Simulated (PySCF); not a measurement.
Te(Me)(SMe) (C2H6STe), SMILES CS[Te]C. The structure is a stationary point at B3LYP-D3(BJ)/def2-SVP. The def2 effective core potentials stand for the cores of Te; spin–orbit coupling is left out. The values are those of a single conformer.

Computed equilibrium geometry at B3LYP-D3(BJ)/def2-SVP (PySCF confirms it by a frequency run) as Cartesian coordinates in Å (one conformer of several):
```xyz
10

Te    -0.3093    -0.0870     0.7256
C     -1.6587     1.3654    -0.1847
H     -2.4911     1.5225     0.5166
H     -2.0371     0.9745    -1.1369
H     -1.1081     2.3015    -0.3363
S      1.4643     0.1092    -0.9210
C      0.9428    -1.0589    -2.2334
H      0.8592    -2.0830    -1.8451
H      1.7340    -1.0252    -2.9988
H     -0.0087    -0.7518    -2.6891
```
Charge 0, spin multiplicity 1.
